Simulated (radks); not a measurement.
Os3+, 73 electrons, occupied as [Xe] 4f14 5d5 (the NIST ground configuration). Method: scalar-relativistic Kohn-Sham, PBEsol, spin-polarised, spherical densities, finite nucleus; open shells are filled with parallel spins first (spin-orbit coupling, left out, can overturn this in heavy ions); Fermi nuclear charge, rms radius 5.4126 fm; computed with a radial shooting solver on a logarithmic mesh with Libxc functionals.

Normalised radial functions P(r) = r R(r), r in bohr:

```
   r/bohr * 5s up (the largest magnitude, 1.16, reaches the edge; | marks zero)
0.0008795                             | *
 0.001164                             | *
 0.001552                             | *
  0.00207                             |  *
 0.002761                             |  *
 0.003653                             |   *
 0.004873                             |   *
 0.006499                             |    *
 0.008668                             |    *
  0.01147                             |   *
   0.0153                             |  *
   0.0204                             *
  0.02721                          *  |
    0.036                       *     |
  0.04802                      *      |
  0.06405                        *    |
  0.08542                             *
    0.113                             |      *
   0.1507                             |         *
   0.2011                             |  *
   0.2682                    *        |
   0.3548              *              |
   0.4732                        *    |
   0.6312                             |              *
   0.8419                             |                          *
    1.114                             |                        *
    1.486                             |             *
    1.982                             |    *
    2.643                             |*
    3.497                             *
    4.664                             *
```

5s up: eigenvalue -123.12 eV, 4 radial nodes at r = 0.0210, 0.0840, 0.218, 0.510 bohr, <r> = 1.01 bohr, 90 % of the charge inside 1.44 bohr.
